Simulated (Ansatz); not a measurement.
Reaction (ligand exchange at a Zr–F bond): `[OH][Zr]([OH])([OH])[F]` + CH₃NH₂ → `C[NH][Zr]([OH])([OH])[OH]` + H–F

Computed with Ansatz on PBE0-D4/def2-TZVP structures; ΔE is electronic, products minus reactants. CCSD(T)/CBS is the MP2 limit (def2-TZVPP, def2-QZVPP) plus CCSD(T) − MP2 in def2-TZVPP, frozen cores. This one scheme is used for every species. DFT in def2-TZVPP. HSE06 is defined as in plane-wave codes. Elements past krypton have def2 core potentials. For Zr outer-core shells are correlated without core-valence functions, which leaves a few kJ/mol of doubt a bond. One conformer a species, not always the lowest.

**Question.** Is it downhill or uphill in electronic energy at CCSD(T)/CBS, and by how much? (Best estimate.)

**Answer.** Ansatz gave: Uphill: ΔE = +118.4 kJ/mol.

**Question.** What do these levels give: B97M-V, HSE06-D4, BLYP, HF/def2-TZVPP, MP2/def2-TZVPP, SCS-MP2/def2-TZVPP? (Estimate.)

**Answer.** Computed: B97M-V 135.0, HSE06-D4 122.3, BLYP 136.9, HF/def2-TZVPP 145.8, MP2/def2-TZVPP 114.0, SCS-MP2/def2-TZVPP 120.3 kJ/mol.

**Question.** What do rigid-rotor, harmonic-oscillator terms from PBE0-D4/def2-TZVP frequencies (298.15 K, 1 bar) make of the CCSD(T)/CBS value? (Best estimate.)

**Answer.** The calculation gave: ΔZPE = -8.0 kJ/mol, ΔH = +113.5 kJ/mol, ΔS = -11 J/(mol·K), ΔG = +116.7 kJ/mol.

Largest T1 diagnostic among the species: 0.017.

Leaving LDA and LC-ωPBE aside and taking each functional with its dispersion term where it has one, the values, not all of them listed here, spread over 15.7 kJ/mol, from revPBE-D4 to B97M-V. LDA lies −7.8 kJ/mol from PBE without D4. At CCSD(T), def2-SVP lies +15.8 kJ/mol from the extrapolated value and def2-TZVPP −0.8 kJ/mol. The D4 term adds −10.2 kJ/mol with B3LYP and −6.0 kJ/mol with PBE0; it sums over pairs of atoms, weighted by their polarisabilities, and B3LYP, whose exchange is more repulsive, gets the larger term.

B3LYP here is the variant with VWN-RPA as its local correlation; programs differ in this.
